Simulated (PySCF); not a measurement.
# Electron correlation in P²⁺ (phosphorus, charge +2)

[Ne] 3s2 3p1, 2P determinant. Computed with PySCF 2.14 in x2c-QZVPPall (9s6p4d2f1g, 70 functions), with scalar relativity by spin-free X2C-1e. Frozen: [Ne]; 3 electrons correlated.

| level | correlation energy (mhartree) |
| --- | --- |
| CCSD | -66.63 |
| (T) | -1.15 |
| CCSD(T) | -67.78 |

Diagnostics: T1 = 0.012, D1 = 0.0272, largest double amplitude 0.107.

Cost of the coupled-cluster step: roughly 9 core-seconds, for 3 correlated electrons.
